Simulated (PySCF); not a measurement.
## From computed data to an observable: oscillator strength and radiative lifetime

BiF2, SMILES [F][Bi+][F] (connectivity only; charge and spin as stated), charge +1, multiplicity 1.

The structure is a stationary point at PBE0-D3(BJ)/def2-TZVP. The spin state was assumed, not searched. The isomer is the one that the SMILES or the coordinates give; other isomers of the formula were not compared. The def2 effective core potentials stand for the cores of Bi; spin–orbit coupling is left out.

TDA-B3LYP/def2-SVPD run with PySCF puts the first singlet state with f over 0.02 at 5.93 eV (vertical), with the transition dipole (0.374, 0.000, 0.000) in atomic units.

Q: Find the oscillator strength, the wavelength and the radiative lifetime that this transition would have in vacuum if emission retraced absorption.

A: 
|μ|² = 0.1399 au, so |μ| = 0.95 D. ΔE = 5.93/27.211 = 0.2179 hartree. f = (2/3) ΔE |μ|² = 0.020 (the program prints 0.020).
λ = 1239.84/5.93 = 209 nm; ν = 47829 cm⁻¹.
Einstein's coefficient A = 0.6670 ν² f s⁻¹ (ν in cm⁻¹) = 3.1e7 s⁻¹, so τ = 1/A = 32 ns. This state is S4; the lower singlets have f = 0.020, 0.000, 0.011. The figure is the radiative limit of this one transition; relaxation, internal conversion, crossing to triplets and a medium change what is measured.
